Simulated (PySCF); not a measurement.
BeBrH₃Si. Atoms are numbered in the order given.

```xyz
6

Be     0.0000     0.0000     0.5342
Br     0.0000     0.0000    -1.4233
Si     0.0000     0.0000     2.7087
H     -1.1995    -0.6925     3.2521
H      0.0000     1.3851     3.2521
H      1.1995    -0.6925     3.2521
```
Charge 0, spin multiplicity 1.

Coordinates come from a ωB97X-D3(BJ)/def2-TZVP optimisation.

Calculation: PySCF with HF/pcSseg-2.

GIAO shieldings, no solvent; atoms alike by connectivity are averaged. δ = σ(ref) − σ: ²⁹Si against TMS (σ = 383.2 ppm); ¹H against TMS (σ = 31.98 ppm), references at their B3LYP-D3(BJ)/def2-TZVP geometries, non-relativistic (without spin–orbit terms, shifts of atoms bonded to Cl or Br come out too high).

Problem. Estimate the chemical shifts. (Estimate from the structure and the level; the computed values follow.)

Solution. 
| nucleus | atoms | count | δ (ppm) |
|---|---|---|---|
| ²⁹Si | Si3 | 1 | -124.6 |
| ¹H | H4, H5, H6 | 3 | 3.10 |
